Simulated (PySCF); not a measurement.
BrClTe (SMILES Cl[Te]Br), singlet, at a GFN2-xTB geometry (all electrons, no relativity), with bond 3-1 at 1.8 times its length; CASCI(4,3)+NEVPT2/STO-3G run with PySCF.

Input for PySCF:
```python
from pyscf import gto, scf, mcscf, mrpt
import numpy

mol = gto.M(
    atom='''
Te    0.24500412    0.23500123    0.79775214
Cl    1.06541306    1.80872383   -0.72118554
Br   -1.78268971   -2.39780284   -2.14109663
''',
    basis='sto-3g',
    verbose=4,
)

mf = scf.RHF(mol)
mf.kernel()
mc = mcscf.CASCI(mf, 3, 4)
mc.fix_spin_(ss=0.0)
mc.kernel()
occ = numpy.linalg.eigvalsh(mc.fcisolver.make_rdm1(mc.ci, mc.ncas, mc.nelecas))[::-1]
ss = mc.fcisolver.spin_square(mc.ci, mc.ncas, mc.nelecas)[0]
print('natural occupations', occ.round(4), ' <S^2>', round(ss, 4))
e2 = mrpt.NEVPT(mc).kernel()
print('E(NEVPT2) = %.10f' % (mc.e_tot + e2))
```

The log (banner, timings and long lists left out):

```
PySCF version 2.14.0

[INPUT] verbose = 4
[INPUT] num. atoms = 3
[INPUT] num. electrons = 104
[INPUT] charge = 0
[INPUT] spin (= nelec alpha-beta = 2S) = 0
[INPUT] symmetry False subgroup None
[INPUT] Mole.unit = angstrom
[INPUT] Symbol           X                Y                Z      unit          X                Y                Z       unit  Magmom
[...]
nuclear repulsion = 477.046852095031
number of shells = 24
number of NR pGTOs = 162
number of NR cGTOs = 54
basis = sto-3g
ecp = {}

******** <class 'pyscf.scf.hf.RHF'> ********
method = RHF
initial guess = minao
damping factor = 0
level_shift factor = 0
DIIS = <class 'pyscf.scf.diis.CDIIS'>
diis_start_cycle = 1
diis_space = 8
diis_damp = 0
SCF conv_tol = 1e-09
SCF conv_tol_grad = None
SCF max_cycles = 50
direct_scf = True
direct_scf_tol = 1e-13
Set gradient conv threshold to 3.16228e-05
Initial guess from minao.
init E= -9521.53753859384
[...]
cycle= 1 E= -9546.03818824909  delta_E= -24.5  |g|= 0.208  |ddm|= 2.66
[...]
cycle= 2 E= -9543.5477120024  delta_E= 2.49  |g|= 0.149  |ddm|=  5.8
[...]
cycle= 3 E= -9546.05245830121  delta_E= -2.5  |g|= 0.103  |ddm|= 5.79
[...]
cycle= 4 E= -9546.05980224651  delta_E= -0.00734  |g|= 0.0381  |ddm|= 0.232

WARN: HOMO -0.0481774029580622 == LUMO -0.0481699148541289

cycle= 5 E= -9545.99414679987  delta_E= 0.0657  |g|= 0.139  |ddm|= 3.42
[...]
cycle= 6 E= -9545.99852906958  delta_E= -0.00438  |g|= 0.114  |ddm|= 0.0927
[...]
cycle= 7 E= -9546.00151535058  delta_E= -0.00299  |g|= 0.102  |ddm|= 0.0803
[...]
cycle= 8 E= -9546.00158762057  delta_E= -7.23e-05  |g|= 0.105  |ddm|= 0.0272
[...]
cycle= 9 E= -9546.00294266373  delta_E= -0.00136  |g|= 0.104  |ddm|= 0.0409
[...]
cycle= 10 E= -9546.05215820422  delta_E= -0.0492  |g|= 0.108  |ddm|= 3.41
[...]
cycle= 11 E= -9546.00716726427  delta_E= 0.045  |g|= 0.104  |ddm|=  3.4
[...]
cycle= 12 E= -9546.07060122777  delta_E= -0.0634  |g|= 0.114  |ddm|= 3.32
[...]
cycle= 13 E= -9546.1849249743  delta_E= -0.114  |g|= 0.0883  |ddm|=  1.5
[...]
cycle= 14 E= -9546.15073422851  delta_E= 0.0342  |g|= 0.155  |ddm|= 0.487
[...]
cycle= 15 E= -9546.1586190541  delta_E= -0.00788  |g|= 0.146  |ddm|= 0.0971
[...]
cycle= 16 E= -9546.19609624779  delta_E= -0.0375  |g|= 0.0256  |ddm|= 0.727
[...]
cycle= 17 E= -9546.19671424411  delta_E= -0.000618  |g|= 0.0149  |ddm|= 0.198
[...]
cycle= 18 E= -9546.19700597951  delta_E= -0.000292  |g|= 0.00229  |ddm|= 0.0602
[...]
cycle= 19 E= -9546.1970105359  delta_E= -4.56e-06  |g|= 0.00144  |ddm|= 0.0181
[...]
converged SCF energy = -9546.19701328662
CASCI E = -9546.34947425534  E(CI) = -2.56626563982718  S^2 = 0.0000000
[...]
0 Te 5py        -0.51084   0.34087   0.33753
0 Te 5pz        -0.09593   0.49244   0.49181
0 Te 3dxy       -0.00003  -0.00003  -0.00003
0 Te 3dyz       -0.00002  -0.00001  -0.00001
0 Te 3dz^2      -0.00001   0.00006   0.00005
0 Te 3dxz        0.00005   0.00000   0.00000
0 Te 3dx2-y2    -0.00005   0.00001   0.00002
0 Te 4dxy        0.00074   0.00073   0.00061
0 Te 4dyz        0.00053   0.00021   0.00031
0 Te 4dz^2       0.00022  -0.00134  -0.00131
0 Te 4dxz       -0.00111   0.00003  -0.00008
0 Te 4dx2-y2     0.00130  -0.00015  -0.00043
1 Cl 1s          0.00000   0.00000   0.00000
1 Cl 2s         -0.00000   0.00000   0.00000
1 Cl 3s          0.00000   0.00015   0.00015
1 Cl 2px         0.00302   0.00113   0.00107
1 Cl 2py        -0.00192   0.00134   0.00137
1 Cl 2pz        -0.00036   0.00197   0.00198
1 Cl 3px        -0.24594  -0.09981  -0.08917
1 Cl 3py         0.15660  -0.11313  -0.11991
1 Cl 3pz         0.02941  -0.16913  -0.17040
2 Br 1s          0.00000  -0.00001  -0.00001
2 Br 2s         -0.00000   0.00004   0.00004
2 Br 3s         -0.00000   0.00118   0.00118
2 Br 4s         -0.00000   0.00418   0.00418
2 Br 2px         0.00000   0.00090  -0.00074
2 Br 2py        -0.00000  -0.00042   0.00062
2 Br 2pz        -0.00000   0.00002   0.00021
2 Br 3px        -0.00002  -0.01299   0.01075
2 Br 3py         0.00001   0.00610  -0.00902
2 Br 3pz         0.00000  -0.00017  -0.00301
2 Br 4px         0.00135   0.65097  -0.53564
2 Br 4py        -0.00086  -0.30259   0.45294
2 Br 4pz        -0.00016   0.01105   0.15292
2 Br 3dxy       -0.00000   0.00002   0.00002
2 Br 3dyz        0.00000   0.00003   0.00002
2 Br 3dz^2       0.00000   0.00001   0.00001
2 Br 3dxz       -0.00000   0.00002   0.00002
2 Br 3dx2-y2    -0.00000  -0.00000  -0.00001
<CAS-nat-orb|mo-hf>  51     52       0.67878206
<CAS-nat-orb|mo-hf>  51     53       0.73423200
<CAS-nat-orb|mo-hf>  52     51       0.70710681
<CAS-nat-orb|mo-hf>  52     52       0.51922968
<CAS-nat-orb|mo-hf>  52     53      -0.48000052
<CAS-nat-orb|mo-hf>  53     51       0.70710675
<CAS-nat-orb|mo-hf>  53     52      -0.51921336
<CAS-nat-orb|mo-hf>  53     53       0.48001826
Sr    (-1)',   E = -0.00000130927244
Si    (+1)',   E = -0.00876773422616
Sijrs (0)  ,   E = -0.01121117752362
Sijr  (+1) ,   E = -0.00559552465440
Srsi  (-1) ,   E = -0.00002853545373
Srs   (-2) ,   E = -0.00044173810809
Sij   (+2) ,   E = -0.00000408304532
Sir   (0)' ,   E = -0.00092527412527
Nevpt2 Energy = -0.026975376409035
E(NEVPT2) = -9546.3764496318
```
